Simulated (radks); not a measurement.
Species: the lutetium ion Lu66+. Configuration: [He] 2s2 2p1. Method: scalar-relativistic Kohn-Sham, PBE, spin-polarised, spherical densities, finite nucleus; open shells are filled with parallel spins first (spin-orbit coupling, left out, can overturn this in heavy ions); Fermi nuclear charge, rms radius 5.37 fm; computed with a radial shooting solver on a logarithmic mesh with Libxc functionals.

Radial electron density D(r) = 4 pi r^2 rho(r):

| r (bohr) | D(r) (e/bohr) | spin D(r) |
|---|---|---|
| 0.000973 | 6.030 | -0.0000576 |
| 0.001208 | 8.440 | 0.0000912 |
| 0.001487 | 11.58 | 0.000466 |
| 0.001845 | 15.91 | 0.00138 |
| 0.00229 | 21.60 | 0.00344 |
| 0.00282 | 28.57 | 0.00768 |
| 0.0035 | 37.48 | 0.0169 |
| 0.004343 | 48.00 | 0.0359 |
| 0.005348 | 59.24 | 0.0727 |
| 0.006637 | 71.09 | 0.148 |
| 0.008237 | 81.50 | 0.294 |
| 0.01014 | 88.13 | 0.556 |
| 0.01259 | 89.27 | 1.04 |
| 0.01562 | 83.14 | 1.88 |
| 0.01923 | 70.91 | 3.18 |
| 0.02387 | 54.98 | 5.17 |
| 0.02963 | 41.33 | 7.78 |
| 0.03648 | 35.14 | 10.6 |
| 0.04527 | 36.72 | 13.0 |
| 0.05618 | 41.26 | 13.8 |
| 0.06917 | 40.99 | 12.3 |
| 0.08585 | 32.15 | 8.82 |
| 0.1066 | 18.52 | 4.79 |
| 0.1312 | 7.653 | 1.93 |
| 0.1628 | 1.965 | 0.496 |
| 0.2021 | 0.2915 | 0.0759 |
| 0.2488 | 0.02461 | 0.00676 |
| 0.3088 | 0.0008421 | 0.000251 |

D(r) has 2 maxima, at r = 0.0117, 0.0623 bohr, and minima at 0.0386 bohr, inside which lie 2.17 electrons.
